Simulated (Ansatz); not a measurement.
[WO3Br]- (WBrO3⁻). Charge -1, multiplicity 1. Geometry B3LYP-D4/def2-SVPD, basis def2-TZVPD, Ansatz.

```csv
atom,x (Å),y (Å),z (Å)
W1,0.0836,-0.1186,0.0505
O2,0.2500,-1.3092,-1.2241
O3,1.6733,0.4414,0.5293
O4,-0.7091,-0.8546,1.4289
Br5,-1.2978,1.8411,-0.7845
```

```csv
run,HOMO (eV),LUMO (eV)
A,-6.08,3.33
B,-2.46,2.65
C,-2.13,2.32
D,-2.05,2.35
E,-3.69,2.86
F,-5.15,3.26
```

In the def2 sets W takes a core potential; there is no spin–orbit coupling.

**Question.** The runs used CAM-B3LYP, PBE, PBE0, r2SCAN, revPBE, ωB97M-V. Estimate which is which.

**Answer.** A ωB97M-V (range-separated); B r2SCAN (0 % exact exchange); C PBE (0 % exact exchange); D revPBE (0 % exact exchange); E PBE0 (25 % exact exchange); F CAM-B3LYP (range-separated). Exact exchange lowers occupied and raises empty levels; among semilocal functionals meta-GGAs tend to open the gap a little, and such runs are hard to tell apart. The gap grows from 4.40 eV (revPBE) to 9.41 eV (ωB97M-V).
